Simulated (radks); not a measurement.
The numbers below are computed, except where a source is named.
Problem. Excited configurations of Ce I: one electron is placed in a higher orbital outside [Xe] 4f1 5d2. The ground configuration is [Xe] 4f1 5d1 6s2. Level of theory: scalar-relativistic Kohn-Sham, r2SCAN, spin-unpolarised, spherical densities, finite nucleus; meta-GGA in the generalised Kohn-Sham scheme; Fermi nuclear charge, rms radius 4.8771 fm (a radial shooting solver on a logarithmic mesh with Libxc functionals). Excitation = E - E(ground); binding = E(ion) - E, where the ion is the core of charge +1; n* = 1/sqrt(2 binding) in atomic units, and the quantum defect is n - n*.

| outer orbital | excitation (eV) | binding (eV) | n* | quantum defect | eigenvalue (eV) | <r> (bohr) |
|---|---|---|---|---|---|---|
| 6p | 3.142 | 2.983 | 2.136 | 3.864 | -1.503 | 6.363 |
| 6d | 4.755 | 1.370 | 3.151 | 2.849 | -0.639 | 12.13 |
| 7s | 4.193 | 1.933 | 2.653 | 4.347 | -1.158 | 11.08 |
| 7p | 4.726 | 1.400 | 3.118 | 3.882 | -0.825 | 14.31 |
| 7f | 5.704 | 0.421 | 5.683 | 1.317 | -0.252 | 45.92 |

Estimate the row for 6s.

Solution. excitation (eV) 1.025; binding (eV) 5.101; n* 1.633; quantum defect 4.367; eigenvalue (eV) -3.133; <r> (bohr) 4.632. The Delta-SCF ionisation energy is 6.126 eV (NIST Atomic Spectra Database: 5.539 eV, measured). Self-interaction in the functional shifts the binding energies and quantum defects, so they are the method's values and not measured ones. Spin polarisation and multiplet splitting are left out, so open shells lie too high by an amount that depends on their filling. Spin-orbit splitting is averaged out at the scalar-relativistic level.

Beside tabulated values, note that spin-unpolarised runs miss the spin-polarisation part of the exchange energy of open shells.
